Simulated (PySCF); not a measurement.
From one molecule to another.

First species: C₄H₁₄N₂Si₃.
InChI=1S/C4H14N2Si3/c1-4(8)9(6,2-5)3-7/h4H,3,6H2,1,7-8H3/t4-,9-/m0/s1

Second species: C₃H₁₀F₃NSi₂.
InChI=1S/C3H10F3NSi2/c1-2-9(7-8)3(4,5)6/h7,9H,2H2,1,8H3/t9-/m0/s1

Levels: PBE0/pcSseg-1 for dipole moment, HOMO energy, LUMO energy and HOMO–LUMO gap; GFN2-xTB for rotational constant A and rotational constant C. Geometries: GFN2-xTB. Each structure is a single optimised conformer of the isolated species, non-relativistic unless stated. Electronic properties by PySCF.

The conformers computed, where there is a choice (atom-mapped SMILES and torsion angles):
- `[CH3:1][C@@H:2]([SiH3:3])[Si@:4]([NH2:5])([C:6]#[N:7])[CH2:8][SiH3:9]`: C1–C2–Si4–N5 -67°, C2–Si4–C8–Si9 52°, H–N5–Si4–C2 171°, H–N5–Si4–C2 -48°
- `[CH3:1][CH2:2][Si@H:3]([NH:4][SiH3:5])[C:6]([F:7])([F:8])[F:9]`: C1–C2–Si3–N4 -61°, C2–Si3–N4–Si5 -134°, C2–Si3–C6–F7 -175°

(1) Which of the two has the higher HOMO–LUMO gap, and by how much?

(2) Which of the two has the higher HOMO energy, and by how much?

(3) Which of the two has the higher rotational constant C, and by how much?

(4) Which of the two has the higher LUMO energy, and by how much?

(5) Which has the higher dipole moment?

(6) Which of the two has the higher rotational constant A, and by how much?

Results:

(1) The first: 7.82 eV against 7.64 eV, a difference of 0.18 eV.

(2) The second: -7.59 eV against -8.04 eV, a difference of 0.45 eV.

(3) The second: 0.617 GHz against 0.574 GHz, a difference of 0.043 GHz.

(4) The second: 0.05 eV against -0.22 eV, a difference of 0.27 eV.

(5) The first: 3.90 D against 3.34 D, a difference of 0.56 D.

(6) The second: 1.134 GHz against 1.127 GHz, a difference of 0.007 GHz.

On the first: In atomic units the dipole is 1.54 e·bohr (1 au = 2.5417 D).

On the second: The dipole matches unit charges of opposite sign 0.70 Å apart (1 e·Å = 4.8032 D). A dipole of 3.34 D is allowed in C1, and pure rotational transitions are dipole-allowed.
